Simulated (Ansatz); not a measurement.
Saddle point of SnPH7O, singlet (SnH₄O ([OH][SnH3]) + PH₃ → SnPH₅ ([PH2][SnH3]) + H₂O; bonds formed: Sn1–P7, O2–H6; bonds broken: Sn1–O2, H6–P7), PBE0-D4/def2-TZVP structure:

```
10
angstrom
Sn -0.7840 0.9979 -0.6474
O 0.5226 0.7869 1.0196
H -0.1354 0.4942 -2.1336
H -0.6619 2.7112 -0.5544
H -2.3381 0.4977 -0.2054
H 0.5546 -0.3296 0.7676
P -0.0142 -1.8893 -0.0688
H 1.3814 1.2303 0.9930
H 0.1261 -2.4091 1.2467
H 1.3489 -2.0902 -0.4173
```

Energies are electronic, without zero-point energy. Barriers and step energies count from the start structure reached by relaxing down the imaginary mode; all methods use the PBE0-D4 structures, on which another method's saddle can fall below an end. Program: Ansatz 0.2.0. Basis: def2-TZVPP, with def2-QZVPP for the basis limit. Cores are frozen in the correlated methods. Filled d shells of the heavier atoms are correlated. Core potentials replace the inner electrons of the atoms past krypton. The def2 sets are not built for correlating such inner shells, so the correlated values are less sure here. B3LYP uses VWN-RPA correlation. Extrapolation: Hartree–Fock as exp(−7.88 √X), correlation as X^−2.97.

```csv
method,barrier (kJ/mol),step energy (kJ/mol)
SPW92,74.2,-35.2
PBE-D4,101.0,-31.8
BLYP-D4,121.3,-19.8
r2SCAN-D4,?,-26.2
B97M-V,131.4,-20.7
PBE0-D4,116.8,-34.4
B3LYP-D4,132.6,-22.7
r2SCAN0-D4,126.2,-30.6
BHLYP-D4,151.9,-22.9
CAM-B3LYP-D4,?,-17.9
wB97X-V,142.7,-20.2
wB97M-V,135.8,-25.0
B2PLYP,139.4,-20.8
PBE-QIDH,131.7,-31.0
RPA on PBE,?,-18.2
HF,198.3,-15.2
MP2,136.8,-26.7
CCSD,153.9,-23.6
CCSD(T),142.7,-24.3
```

(1) Fill in the withheld barriers. (To be estimated.)

The T1 diagnostic stays at or below 0.015.

## Answers

(1) Computed: CAM-B3LYP-D4 141.4; r2SCAN-D4 116.3; RPA on PBE 148.0 kJ/mol. Each is the energy of the saddle less that of the start structure, by the same method.

For comparison, the barrier by CCSD(T) at an estimated basis limit (MP2 extrapolated from triple and quadruple zeta, plus CCSD(T) − MP2 in triple zeta) is 136.3 kJ/mol.

Labels in which every atom is bracketed show which atoms are joined, not bond orders.

For scale, one of the runs: CCSD(T)/def2-TZVPP, 221 basis functions, launched by `ansatz run in.yaml --threads 4 --pin off --events-out ev --progress --plain --max-ram 9574MiB`. The run took 66 s on 4 CPU threads of an Intel Xeon Platinum 8375C (shared host), with 3.7 GiB of host memory at its peak.
